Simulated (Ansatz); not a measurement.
`[OH][InH][CH2][SiH3]` + `BCl` → `[OH][InH][Cl]` + `BC[SiH3]`  (redistribution)

Calculated with Ansatz (gas phase, PBE0-D4/def2-TZVP geometries, no zero-point term in ΔE). CCSD(T)/CBS is the MP2 limit (def2-TZVPP, def2-QZVPP) plus CCSD(T) − MP2 in def2-TZVPP, frozen cores. This one scheme is used for every species. Functionals use def2-TZVPP. Elements past krypton have def2 core potentials. For In outer-core shells are correlated without core-valence functions, which leaves a few kJ/mol of doubt a bond. Each species was taken in one conformer, which may not be the lowest.

| level | ΔE (kJ/mol) |
| --- | --- |
| ωB97M-V | -58.8 |
| CAM-B3LYP | -62.6 |
| MP2/def2-SVP | -50.9 |
| CCSD(T)/def2-SVP | -48.8 |
| SCS-MP2/def2-TZVPP | -49.9 |
| CCSD/def2-TZVPP | -52.8 |
| CCSD(T)/def2-TZVPP | -49.2 |
| MP2/CBS(def2) | -49.5 |

**Question.** What does CCSD(T)/CBS give? (An estimate is asked.)

**Answer.** Computed: -51.9 kJ/mol. The listed levels differ from it by -6.9, -10.7, 1.0, 3.1, 2.0, -0.9, 2.7, 2.4 kJ/mol.

Largest T1 diagnostic among the species: 0.015.

At CCSD(T), def2-SVP lies +3.1 kJ/mol from the extrapolated value and def2-TZVPP +2.8 kJ/mol. Leaving LDA and LC-ωPBE aside and taking each functional with its dispersion term where it has one, the values, not all of them listed here, spread over 12.0 kJ/mol, from B97M-V to PBE-D4. In def2-TZVPP, CCSD(T) changes the Hartree–Fock value by +28.5 kJ/mol (the triples alone add +3.6 kJ/mol) and MP2 by +31.0 kJ/mol.
